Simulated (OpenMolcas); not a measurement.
Dy2+ with its 8 nearest fluoride ions at 2.565 Å, on the Ba site of BaF2 (a = 6.2001 Å, distance in the model lattice 2.685 Å). The rest of the host is ab initio model potentials to 7.6 Å and point charges beyond; the distance is set by hand and nothing relaxes. Ligand basis ANO-RCC-VDZP.

| Item | Value |
| --- | --- |
| Program | OpenMolcas 26.06 |
| Method | CASSCF |
| Basis | ANO-RCC-VDZP [7s6p4d2f1g] |
| Scalar Hamiltonian | DKH2, point nucleus |
| Active space | 10 electrons in 7 orbitals (4f) |
| State averaging | 2S+1 = 5 even, 35 roots (32 in the spin-orbit step); 2S+1 = 3 even, 106 roots kept (CI in the orbitals of an earlier block); 2S+1 = 1 even, 31 roots kept (CI in the orbitals of an earlier block) |
| Spin-orbit coupling | state interaction with AMFI integrals over the reference wave functions |

(1) What is the spin-free ground state (labels of O, the rotations of Oh)?

(2) Where is the first state of the same spin?

(3) What are the lowest two levels with spin-orbit coupling?

(4) What is χT at 300 K, and how does it compare with the textbook value?

Answers

(1) 5A2, 1-fold in its orbital part; it has the highest spin that f10 allows.

(2) 5T2 at 76.4 cm-1 above the ground state.

(3) A 2-fold level E, then a 3-fold level T1 0.9 cm-1 above it. Their leading multiplicities are 5 (95 %) and 5 (95 %).

(4) Hund's rules give f10 the level 5I8 with g = 1.250, so an isolated free-ion multiplet has χT = g² J(J+1) / 8 = 14.062 cm3 K/mol. The computed 13.834 at 300 K differs by -2 %, through the field's splitting, the mixing of terms and any other multiplet in reach.

High states are left out of the spin-orbit mixing, which shifts the levels that they would mix with. Without dynamic correlation the ligand-field splitting of an f shell can come out too small, at times by half. A group larger than the point group allows holds several states that coincide in this model. The first state left out of the spin-orbit step lies near 42000 cm-1 above the lowest spin-free state of the reference (among the parities and spins computed), and the lists stop at four fifths of that energy or lower. No measured value stands beside these numbers; the geometry was set by hand and not optimised.
